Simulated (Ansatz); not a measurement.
Total energies of CoF3 from Ansatz at PBE0-D4/def2-TZVP, gas phase (1 Eh = 27.2114 eV = 2625.5 kJ/mol). The reference geometry is relaxed at PBE0-D4/def2-TZVP.

```xyz
4

Co   -0.0001   -0.0001    0.0004
F    -0.8022   -1.4934    0.2846
F     1.3405    0.0641   -1.0735
F    -0.5382    1.4294    0.7886
```

```
                 state                      geometry  energy (Eh)
      charge 0 quintet                     reference  -1681.97735
       charge 1 sextet                     reference  -1681.49266
       charge 1 sextet  relaxed at PBE0-D4/def2-TZVP  -1681.49477
free Co atom (quartet)                             –  -1382.49072
 free F atom (doublet)                             –    -99.67617
```

Other spin states of the ions weren't run at this level and may lie lower.

Problem. Work out the vertical ionisation energy to the sextet.

Solution. E(charge 1 sextet) − E(charge 0 quintet) = -1681.49266 − (-1681.97735) = 0.48469 Eh = 13.19 eV. For comparison, −ε of the highest occupied level of the spin that leaves is 11.29 eV at this level, 1.90 eV less.

Problem. How much does the charge 1 sextet relax, and what is the adiabatic ionisation energy?

Solution. Relaxation: -1681.49266 − (-1681.49477) = 0.00211 Eh = 0.06 eV. Adiabatic ionisation energy: 0.48258 Eh = 13.13 eV, without zero-point energy. 

Problem. What is the binding energy per atom against free atoms?

Solution. Atoms: 1 × (-1382.49072) + 3 × (-99.67617) = -1681.51923 Eh. Binding: -1681.51923 − (-1681.97735) = 0.45812 Eh = 12.47 eV, or 3.12 eV for each of 4 atoms (no zero-point energy, no counterpoise term).

At PBE0-D4/def2-TZVP the highest occupied level of the quintet has α spin (-11.19 eV), and emptying it gives a quartet, which wasn't run; the ionisation energy to the sextet shown is then probably not the lowest one. The singlet lies 2.08 eV above the quintet at this level but is left out (at the level of its geometry, restricted singlet, unstable towards broken spin symmetry). With broken spin symmetry it lies 0.33 eV lower (⟨S²⟩ 1.32). The triplet lies 0.99 eV above the quintet at this level but is left out (at the level of its geometry, ⟨S²⟩ 2.41, where a pure state has 2.00).
